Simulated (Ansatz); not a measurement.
Species: C4H7NSi, SMILES `[SiH3]c1ccc[nH]1` (charge 0, multiplicity 1).

Question: Give a relaxed geometry from Ansatz (a first-principles code) with CAM-B3LYP-D3(BJ)/def2-TZVP.

Answer: the end point of this relaxation (outside a Z-matrix the atoms follow the SMILES, hydrogens last).
Z-matrix (Å, degrees):
```
C
N 1 1.3761
H 2 1.0037 1 125.07
C 2 1.3602 3 124.36 1 -179.91
C 4 1.3685 2 107.93 3 179.95
H 4 1.0767 2 121.33 3 -0.09
H 5 1.0768 4 125.92 6 0.01
C 1 1.3782 2 106.07 3 -179.93
H 8 1.0777 1 125.05 2 -179.97
Si 1 1.8454 2 125.42 3 0.02
H 10 1.4763 1 107.74 2 179.48
H 10 1.4821 11 109.48 1 -121.52
H 10 1.4821 11 109.50 12 -117.02
```
